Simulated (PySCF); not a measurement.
# Electron correlation in O(3+) (oxygen, charge +3)

[He] 2s2 2p1, 2P determinant. All numbers are calculated (PySCF 2.14, the non-relativistic Hamiltonian (point nucleus), in def2-QZVPPD (8s5p4d2f1g, 66 functions)). Frozen: 1s2; 3 electrons correlated.

| level | correlation energy (mhartree) |
| --- | --- |
| CCSD | -94.29 |
| (T) | -1.07 |
| CCSD(T) | -95.36 |

Diagnostics: T1 = 0.0056, D1 = 0.0106, largest double amplitude 0.135.

**Question.** Is a single reference adequate?

**Answer.** Mostly. T1 lies below 0.03, but a double amplitude of this size points to a near-degeneracy that CCSD handles and MP2 describes poorly.
